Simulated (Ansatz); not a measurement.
Relaxation of CH3NSTe (7 atoms, charge 0, multiplicity 1), to a largest force component of 0.02 eV/Å in at most 50 steps.

Theory: UKS PBE-D4/def2-SVP (Ansatz).

```xyz
7
Properties=species:S:1:pos:R:3
N 1.265 -0.878 0.070
C -0.006 -0.449 0.159
S -0.577 0.505 1.566
Te -1.314 -0.919 -1.369
H 1.911 -0.616 0.769
H -0.243 1.739 0.942
H 0.062 0.515 0.662
```

**Question.** Where does it end, and by what steps?

**Answer.** It converged. The force dipped under the threshold on the way, but the program's further checks kept it going. After 41 steps the energy has fallen by 7.286 eV; H7 moved furthest, 1.94 Å. The start is strongly strained (largest force component 14 eV/Å), so its close contacts needn't be bonds. Parted: C2–S3 (1.79 → 4.27 Å), C2–H7 (1.09 → 4.34 Å).

| step | energy less start (eV) | largest force component (eV/Å) | accepted |
| --- | --- | --- | --- |
| 0 | 0.0000 | 14.318 | yes |
| 2 | -4.3256 | 3.163 | yes |
| 4 | -6.1333 | 1.896 | yes |
| 6 | -6.9157 | 0.473 | yes |
| 8 | -6.9958 | 1.101 | yes |
| 10 | -7.0295 | 0.396 | yes |
| 12 | -7.0477 | 0.065 | yes |
| 14 | -7.0511 | 0.053 | yes |
| 16 | -7.0598 | 0.319 | yes |
| 18 | -7.0856 | 0.365 | yes |
| 20 | -7.1189 | 0.892 | yes |
| 22 | -7.1757 | 0.426 | yes |
| 24 | -7.2065 | 0.600 | yes |
| 26 | -7.2314 | 0.265 | yes |
| 28 | -7.2491 | 0.277 | yes |
| 30 | -7.2722 | 0.165 | yes |
| 32 | -7.2832 | 0.049 | yes |
| 34 | -7.2836 | 0.394 | yes |
| 36 | -7.2786 | 0.283 | no |
| 38 | -7.2863 | 0.037 | yes |
| 40 | -7.2865 | 0.001 | yes |
| 41 | -7.2865 | 0.014 | yes |

```xyz
7
Properties=species:S:1:pos:R:3
N 0.616 -1.129 -0.010
C -0.015 -1.409 -0.995
S 0.647 1.284 2.251
Te -0.970 -1.969 -2.617
H 0.720 -0.440 0.759
H -0.710 1.354 2.150
H 0.810 2.205 1.261
```

Whether the end is a true minimum wasn't checked by a vibrational analysis.

Run time: 67 s on 2 threads of AMD EPYC 9R14 (Zen 4), on a shared host, peak memory 0.24 GiB.
